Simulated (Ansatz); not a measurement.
Geometry optimisation, Ansatz, RKS BHLYP-D4/def2-SVP.

Input file:

```yaml
crystal:
  periodic: [false, false, false]
  atoms:
    - { symbol: Al, position_ang: [-0.003074, -0.367182, -0.137393] }
    - { symbol: H, position_ang: [0.1042, -0.32846, 1.427474] }
    - { symbol: O, position_ang: [1.377258, -0.457938, -1.098665] }
    - { symbol: H, position_ang: [2.258844, -0.66674, -0.805946] }
    - { symbol: O, position_ang: [-1.499275, -0.465029, -0.896431] }
    - { symbol: H, position_ang: [-2.369517, -0.349576, -0.535734] }
    - { symbol: F, position_ang: [-0.020312, 2.222022, 1.130956] }
    - { symbol: H, position_ang: [0.079076, 1.512503, 1.71134] }
basis:
  gaussian: { orbitals: def2-SVP }
hamiltonian:
  xc: { name: BHLYP }
  dispersion: d4
relax:
  f_tol: 0.03
  max_steps: 50
```

Command:

```bash
$ ansatz run input.yaml --threads 1 --pin off --max-ram 2048MiB --backend cpu --events-out ev --progress --plain --runs-dir out
```

Q: Where does it end, and by what steps?

A: It converged. After 12 steps the energy has fallen by 0.264 eV; F7 moved furthest, 0.66 Å. Joined: Al1–F7 (2.88 → 2.06 Å).

```json
{"step": "0", "energy less start (eV)": "0.0000", "largest force component (eV/Å)": "0.273", "accepted": "yes"}
{"step": "1", "energy less start (eV)": "-0.0399", "largest force component (eV/Å)": "1.038", "accepted": "yes"}
{"step": "2", "energy less start (eV)": "-0.1274", "largest force component (eV/Å)": "1.262", "accepted": "yes"}
{"step": "3", "energy less start (eV)": "-0.2282", "largest force component (eV/Å)": "0.516", "accepted": "yes"}
{"step": "4", "energy less start (eV)": "-0.2253", "largest force component (eV/Å)": "0.493", "accepted": "no"}
{"step": "5", "energy less start (eV)": "-0.2484", "largest force component (eV/Å)": "0.225", "accepted": "yes"}
{"step": "6", "energy less start (eV)": "-0.2550", "largest force component (eV/Å)": "0.133", "accepted": "yes"}
{"step": "7", "energy less start (eV)": "-0.2563", "largest force component (eV/Å)": "0.171", "accepted": "yes"}
{"step": "8", "energy less start (eV)": "-0.2617", "largest force component (eV/Å)": "0.088", "accepted": "yes"}
{"step": "9", "energy less start (eV)": "-0.2633", "largest force component (eV/Å)": "0.160", "accepted": "yes"}
{"step": "10", "energy less start (eV)": "-0.2636", "largest force component (eV/Å)": "0.149", "accepted": "yes"}
{"step": "11", "energy less start (eV)": "-0.2620", "largest force component (eV/Å)": "0.371", "accepted": "no"}
{"step": "12", "energy less start (eV)": "-0.2644", "largest force component (eV/Å)": "0.003", "accepted": "yes"}
```

```xyz
8
Properties=species:S:1:pos:R:3
Al -0.023 -0.209 0.002
H 0.052 -0.625 1.536
O 1.358 -0.275 -0.971
H 2.242 -0.539 -0.754
O -1.505 -0.199 -0.812
H -2.375 -0.401 -0.495
F 0.065 1.738 0.686
H 0.113 1.610 1.602
```

Whether the end is a true minimum wasn't checked by a vibrational analysis.

Run time: 60 s on 1 thread of AMD EPYC 7R43 64-Core Processor (Zen 3), with other jobs on the host, peak memory 0.16 GiB.
